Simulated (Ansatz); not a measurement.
Species: CH$_{4}$Sn, SMILES `[CH2]=[SnH2]` with one electron added (charge -1, multiplicity 2).

Question: Give a relaxed geometry from CAM-B3LYP-D3(BJ)/def2-TZVP (Ansatz, a program for electronic structure).

Answer: the end point of this relaxation (outside a Z-matrix the atoms follow the SMILES, hydrogens last).
Bond lengths (Å): C1–Sn2 2.163, C1–H3 1.091, C1–H4 1.091, Sn2–H5 1.788, Sn2–H6 1.788. Bond angles (°): Sn2–C1–H3 121.9, Sn2–C1–H4 121.9, H3–C1–H4 111.9, C1–Sn2–H5 97.6, C1–Sn2–H6 97.6, H5–Sn2–H6 95.2.
